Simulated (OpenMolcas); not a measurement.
Co2+ (d7) among equal point charges was computed by CASSCF with the d shell active (OpenMolcas, ANO-RCC-VTZP on the metal). Its lowest spin-free states, and all those of the highest spin:

```
2S+1  Degeneracy  E (cm-1)
   4           1       0.0
   4           2      2439
   4           2     10020
   4           2     11161
   2           2     19622
   2           2     21422
   2           2     22221
   2           2     22417
   4           2     23496
   2           1     24469
   2           2     24539
   2           2     26520
   4           1     41558
```

Question: Is the site octahedral, tetrahedral or cube-like, axial, or of lower symmetry?

Answer: The states with 2S+1 = 4 have orbital degeneracies 1, 2, 2, 2, 2, 1. There are pairs but no triples, so the site is axial: not cubic, but with a proper or improper axis of order three or more. The run had Co2+ among 3 point charges of -3 e arranged as a planar triangle (D3h), 1.97 Å from the ion. The active orbitals were held to one l.

Without dynamic correlation the repulsion within the d shell is too large (B by tens of per cent), so at a given field states of lower spin stand too high. This is an electrostatic model: the charges have no orbitals. An unlabelled pair can be two single states that coincide in this model. No measured value stands beside these numbers.
